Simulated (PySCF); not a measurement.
Isomers of C6H13BO2, one conformer each; single-point electronic energies without zero-point terms and without any empirical dispersion term.

Level: PBE0/pcSseg-1 in PySCF, non-relativistic, each on one gas-phase PBE0-D3(BJ)/def2-SVP geometry that isn't relaxed in the solvent. The solvent is an IEF-PCM continuum (van der Waals radii × 1.2). The model holds no explicit solvent molecules, cavitation or dispersion.

```
            isomer  relative energy, gas (kcal/mol)  dipole (D)
   `OB(O)C1CCCCC1`                              0.0        2.60
`CC(C)=C(C)CB(O)O`                             14.8        1.28
  `COB(C=C(C)C)OC`                             35.4        0.95
`C(C)/C=C/B(OC)OC`                             37.9        1.07
```

Question: How do the relative energies look in dimethylsulfoxide (ε = 46.83)?

Answer: 
| isomer | relative energy, solvent (kcal/mol) | E(solvent) − E(gas) (kcal/mol) | dipole in solvent (D) |
| --- | --- | --- | --- |
| `OB(O)C1CCCCC1` | 0.0 | -8.5 | 3.11 |
| `CC(C)=C(C)CB(O)O` | 16.2 | -7.1 | 1.86 |
| `COB(C=C(C)C)OC` | 40.0 | -3.8 | 1.32 |
| `C(C)/C=C/B(OC)OC` | 42.3 | -4.0 | 1.46 |

The order is unchanged. Conformers: `[OH:1][B:2]([OH:3])[CH:4]1[CH2:5][CH2:6][CH2:7][CH2:8][CH2:9]1` with H–O1–B2–O3 0°, O1–B2–O3–H 0°, O1–B2–C4–C5 55°, B2–C4–C5–C6 -178°, C4–C5–C6–C7 55°, C5–C6–C7–C8 -55°, C6–C7–C8–C9 55°; `[CH3:1][C:2]([CH3:3])=[C:4]([CH3:5])[CH2:6][B:7]([OH:8])[OH:9]` with C2–C4–C6–B7 87°, C4–C6–B7–O8 66°, C6–B7–O8–H -177°, C6–B7–O9–H -3°; `[CH3:1][O:2][B:3]([CH:4]=[C:5]([CH3:6])[CH3:7])[O:8][CH3:9]` with C1–O2–B3–C4 180°, O2–B3–C4–C5 -8°, O2–B3–O8–C9 178°; `[CH3:1][CH2:2]/[CH:3]=[CH:4]/[B:5]([O:6][CH3:7])[O:8][CH3:9]` with C1–C2–C3–C4 -124°, C3–C4–B5–O6 -1°, C4–B5–O6–C7 180°, C4–B5–O8–C9 -1°. `OB(O)C1CCCCC1` gains most from the continuum, and it has the largest gas-phase dipole. The gains span 4.7 kcal/mol, the gas-phase energies 37.9 kcal/mol.
